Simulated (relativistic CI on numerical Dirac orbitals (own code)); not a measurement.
# Radial parameters of Ir48+

Computed by Dirac-Coulomb-Breit CI, separate exchange-only KLI orbitals for each configuration, a model potential for QED, unscaled Slater integrals (own radial code, finite nucleus).

Slater integrals F^k, G^k are unscaled and averaged over j, outside the closed core [Ar]; ζ comes from projecting the Hamiltonian with its Breit term on Σ l·s of the shell.

- 3d¹⁰4p: ζ(4p) = 671110 cm⁻¹; <r>(4p) = 0.377, <r^2>(4p) = 0.1611 (bohr units).
- 3d¹⁰4d: ζ(4d) = 85354 cm⁻¹; <r>(4d) = 0.3718, <r^2>(4d) = 0.1582 (bohr units).
- 3d¹⁰4f: ζ(4f) = 15885 cm⁻¹; <r>(4f) = 0.34, <r^2>(4f) = 0.1298 (bohr units).

Averages of the first 10 configurations, taken without configuration mixing, which lowers the lowest level and can move excited configurations by several eV; other configurations of the list can lie among them:

| Configuration | Parity | States | Average energy above the lowest level (eV) |
| --- | --- | --- | --- |
| 3d¹⁰4s | even | 2 | 0.1 |
| 3d¹⁰4p | odd | 6 | 188.5 |
| 3d¹⁰4d | even | 10 | 406.6 |
| 3d¹⁰4f | odd | 14 | 592.4 |
| 3d¹⁰5s | even | 2 | 1087.3 |
| 3d¹⁰5p | odd | 6 | 1177.8 |
| 3d¹⁰5d | even | 10 | 1281.9 |
| 3d¹⁰5f | odd | 14 | 1365.5 |
| 3d¹⁰5g | even | 18 | 1407.5 |
| 3d⁹4p² | even | 150 | 2131.6 |
